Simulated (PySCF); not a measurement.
## Dipole response of Ru⁺ (ruthenium, charge +1)

[Kr] 4d7, high-spin 4F determinant. Computed with PySCF 2.14 in aug-cc-pVTZ-DK (9s8p6d3f2g, 102 functions), with the spin-free X2C one-electron Hamiltonian (Gaussian nucleus). Coupled (time-dependent) response in atomic units; α is the mean over directions.

```
method  mean α (bohr³)  C₆ (like pair)  S(−4)
   UHF           13.25           83.13  71.68
   PBE           16.16           103.7  129.0
```

S(−4) is the Cauchy moment in α(ω) = α(0) + S(−4) ω² + …

Spin-orbit coupling is absent.

α(iu) at UHF:

```csv
u (hartree),α(iu) (bohr³)
0,13.25
0.0500,13.07
0.100,12.60
0.200,11.19
0.300,9.752
0.500,7.516
0.750,5.654
1.00,4.398
1.50,2.864
2.00,2.001
3.00,1.120
5.00,0.4856
```

For an ion, C₆ is the dispersion term alone; charge-induced terms of lower order in 1/R come first.
